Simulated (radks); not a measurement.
Results of a calculation; reference values are marked as such.
Task: These are the eigenvalues of the occupied orbitals of an atom or ion with whole-number occupations (eV). Level of theory: scalar-relativistic Kohn-Sham, LDA (Slater exchange, VWN5 correlation), spin-polarised, spherical densities, finite nucleus; Fermi nuclear charge, rms radius of each element as measured or else 0.836 A^(1/3) + 0.57 fm (a radial shooting solver on a logarithmic mesh with Libxc functionals).

| orbital | eigenvalue |
|---|---|
| 1s up | -71257.23 |
| 1s down | -71255.10 |
| 2s up | -13817.20 |
| 2s down | -13815.88 |
| 2p up | -12324.11 |
| 2p down | -12322.33 |
| 3s up | -4521.549 |
| 3s down | -4519.543 |
| 3p up | -4077.744 |
| 3p down | -4075.546 |
| 3d up | -3580.134 |
| 3d down | -3578.122 |
| 4s up | -2114.133 |
| 4s down | -2106.369 |
| 4p up | -1947.766 |
| 4p down | -1940.044 |

Which element is it, and in what charge state? The configuration may be excited. Open shells, if any, are filled with parallel spins first.

Result: Z = 74, tungsten, charge +40: W40+ in [Ar] 3d10 4s2 4p4. The list shows which subshells hold electrons but not how many an open one holds; the 1s level, -2618.7 hartree, gives Z - s = 72.4 by -(Z - s)^2/2, which with screening and relativity narrows Z to a few neighbours, and the depths of the outer levels then fix element, charge and occupations together.
